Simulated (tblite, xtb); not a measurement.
Cl3OSi, doublet, at a GFN2-xTB geometry. Base run: GFN1-xTB (xtb).

Geometry (Å):
```xyz
5

O      0.0450    -0.0101     1.9795
Si     0.0104    -0.0023     0.4580
Cl     1.7581    -0.6141    -0.4796
Cl    -0.3601     1.8420    -0.4189
Cl    -1.4278    -1.2212    -0.4102
```
Charge 0, spin multiplicity 2.
All else is at xtb's defaults.
Base energy -19.47481 Eh.

Programs used: tblite, xtb; a row that names a program was run with it.

Variants of this job, named by their change:

```tsv
change	ΔE vs base (mEh)	dipole (D)	SCF cycles
base	0.000	4.31	15
etemp = 1000	-4.584	4.31	14
program = tblite; method = gfn1; option = (--efield, 0,0,0.1)	3.075	-	-
etemp = 10000	-89.574	4.09	10
program = tblite; method = gfn1; option = (--etemp, 2000)	-12.454	-	-
acc = 30	0.000	4.30	13
program = tblite; method = gfn1; option = --spin-polarized	-2.411	-	-
etemp = 5000	-38.798	4.20	11
gbsa = methanol	-7.551	5.21	12
```

ALPB and GBSA are two models with their own fitted parameters for each solvent, which aren't always the measured dielectric constant.
